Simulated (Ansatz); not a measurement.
Ansatz (a program for electronic structure) input (RI-MP2/cc-pVTZ):
A basis named .json is the Basis Set Exchange file of that set.

Ansatz 0.2 input:
```yaml
crystal:
  periodic: [false, false, false]
  atoms:
    - {symbol: C, position_ang: [2.97969648, 0.65399584, -0.17431553]}
    - {symbol: C, position_ang: [1.94905994, -0.35904478, 0.33825360]}
    - {symbol: C, position_ang: [0.59078824, 0.25071111, 0.50769947]}
    - {symbol: C, position_ang: [-0.53050720, -0.02193285, -0.16156296]}
    - {symbol: C, position_ang: [-0.65574478, -1.04760534, -1.25198111]}
    - {symbol: C, position_ang: [-1.81332086, 0.71479865, 0.15861322]}
    - {symbol: C, position_ang: [-2.86137931, -0.14851867, 0.77074622]}
    - {symbol: H, position_ang: [3.97351261, 0.20679164, -0.24081242]}
    - {symbol: H, position_ang: [3.04418513, 1.51773353, 0.49118215]}
    - {symbol: H, position_ang: [2.70233156, 1.01988578, -1.16461091]}
    - {symbol: H, position_ang: [2.28683483, -0.74477407, 1.30654540]}
    - {symbol: H, position_ang: [1.91475472, -1.21571822, -0.33543531]}
    - {symbol: H, position_ang: [0.53914434, 1.03063829, 1.26507254]}
    - {symbol: H, position_ang: [-1.41342708, -1.79212115, -0.99275537]}
    - {symbol: H, position_ang: [0.27642378, -1.56786830, -1.45890240]}
    - {symbol: H, position_ang: [-0.99199138, -0.57384180, -2.17970881]}
    - {symbol: H, position_ang: [-1.57711044, 1.55144315, 0.83355877]}
    - {symbol: H, position_ang: [-2.21042756, 1.17554968, -0.75410611]}
    - {symbol: H, position_ang: [-3.91274276, 0.06723554, 0.63918737]}
    - {symbol: H, position_ang: [-2.58304266, -0.92937774, 1.46606786]}
basis:
  gaussian:
    orbitals: cc-pVTZ
    fitting: {mean_field: def2-universal-jkfit, correlation: cc-pVTZ-RIFIT.json}
magnetization: {spin_polarized: true, initial_magnetization: 1}
correlation: {method: mp2, electrons: outside_noble_gas}
```

End of the output:

```
integrals: 0.83 GiB planned
759 factors; integrals over basis functions are off by at most 9.4e-1 eV
0.87 GiB of device memory are held for the factors and their scratch space
mean field: 1.87 GiB planned
mean field evaluation 1: about -7414.3872 eV, gradient 3.0e1 eV
mean field evaluation 2: about -7419.1680 eV, gradient 1.1e1 eV
mean field evaluation 4: about -7419.9180 eV, gradient 7.3e-1 eV
mean field evaluation 8: about -7419.9277 eV, gradient 1.5e-5 eV
mean field evaluation 16: about -7419.7082 eV, gradient 1.6e0 eV
mean field -7419.92768996 eV, -272.6773131983 hartree, gradient 2.6e-6 eV, S^2 0.770446; 2 other end points of the search recorded, 0 dependent functions left out
7 core orbitals not correlated
957 factors; their error is unknown
reference -7419.92768996 eV, -272.6773131983 hartree; 21, 20 occupied and 364, 365 virtual orbitals, 957 factors
second order -31.87430872 eV of doubles, -0.00000000 eV of singles
Total energy: -7451.80199868 eV, -273.8486724387 hartree
```

It need not be the lowest isomer of its formula.
